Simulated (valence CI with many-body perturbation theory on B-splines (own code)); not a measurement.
# Te IV: calculated level list

Computed by valence CI with perturbative core correlation (CI+MBPT): three valence electrons over a frozen Dirac-Fock core [Kr] 4d10, a basis of 11 s, 11 p, 9 d, 7 f, 5 g, 2 h, 1 i functions for each j, with the one-electron correlation potential Σ1, the two-electron term Σ2, the three-electron term Σ3, Breit, model QED; selected CI, second order for the rest, scaled by the run's own slope (own B-spline code, finite nucleus).

Against 9 measured levels this calculation errs by 292 cm⁻¹ on average and by 468 at most. These come from a selection out of Moore, Atomic Energy Levels, vol. III, NSRDS-NBS 35 (1971 reprint of NBS Circular 467, 1958), an old analysis. Levels without a partner in it may be off by more.

Levels 46 to 68 of 68, with energies above the lowest level, 5s²5p ²P°_1/2. "Leading %" is the weight of the configuration and term that name the level; weights of strongly mixed levels are sums over their largest components and can fall short. In the jj column 3d3/2^4 stands for four electrons in 3d with j = 3/2.

```tsv
No.	Configuration	Term	J	E (eV)	Leading %	Leading jj	Second component
46	5s²7p	²P°	1/2	27.032	78	5s^2 7p1/2 (78 %)	15 % 5s5p6s ²P°
47	5s²5f	²F°	5/2	27.249	89	5s^2 5f5/2 (89 %)	4 % 5s5p5d ²F°
48	5s²5f	²F°	7/2	27.292	80	5s^2 5f7/2 (80 %)	14 % 5s5p5d ²F°
49	5s5p6s	²P°	3/2	27.491	40	5s 5p3/2 6s (41 %)	26 % 5s²7p ²P°
50	5s5p5d	²P°	3/2	28.124	36	5s 5p3/2 6s (29 %)	29 % 5s5p6s ²P°
51	5s5p5d	²P°	1/2	28.309	70	5s 5p3/2 5d5/2 (63 %)	14 % 5p³ ²P°
52	5s²5g	²G	9/2	28.635	96	5s^2 5g9/2 (96 %)	
53	5s²5g	²G	7/2	28.636	96	5s^2 5g7/2 (96 %)	
54	5s5p6p	⁴D	1/2	29.010	72	5s 5p1/2 6p1/2 (94 %)	21 % 5s5p6p ²P
55	5s5p5d	²F°	7/2	29.213	86	5s 5p3/2 5d5/2 (52 %)	4 % 5s²5f ²F°
56	5s5p6p	⁴D	3/2	29.304	74	5s 5p1/2 6p1/2 (59 %)	12 % 5s5p6p ²P
57	5s5p5d	²F°	5/2	29.305	65	5s 5p3/2 5d3/2 (70 %)	21 % 5s5p5d ²D°
58	5s5p5d	²D°	3/2	29.370	57	5s 5p3/2 5d3/2 (40 %)	18 % 5s5p5d ²P°
59	5s²7d	²D	3/2	29.443	87	5s^2 7d3/2 (87 %)	
60	5s²7d	²D	5/2	29.453	90	5s^2 7d5/2 (90 %)	
61	5s5p5d	²P°	1/2	29.522	80	5s 5p3/2 5d3/2 (65 %)	7 % 5p³ ²P°
62	5s5p5d	²D°	5/2	29.534	64	5s 5p3/2 5d5/2 (70 %)	23 % 5s5p5d ²F°
63	5s5p6p	⁴P	3/2	29.617	32	5s 5p1/2 6p3/2 (76 %)	29 % 5s5p6p ²P
64	5s²8s	²S	1/2	29.648	71	5s^2 8s (71 %)	23 % 5s5p6p ⁴P
65	5s5p6p	⁴P	1/2	29.702	63	5s 5p1/2 6p1/2 (33 %)	24 % 5s²8s ²S
66	5s5p5d	²P°	3/2	29.726	73	5s 5p3/2 5d5/2 (48 %)	7 % 5s5p5d ²D°
67	5s5p6p	⁴D	5/2	29.778	74	5s 5p1/2 6p3/2 (63 %)	13 % 5s5p6p ⁴P
68	5s5p6p	²P	1/2	29.823	61	5s 5p1/2 6p3/2 (41 %)	23 % 5s5p6p ⁴D
```

Names give the largest LS component (configuration and term), which can be under half, so a name can repeat, a term be missing and a line seem to break the LS rules; names also repeat where a configuration has a term twice.

Where two levels of one J and parity lie close, their mixing, g and order are uncertain.
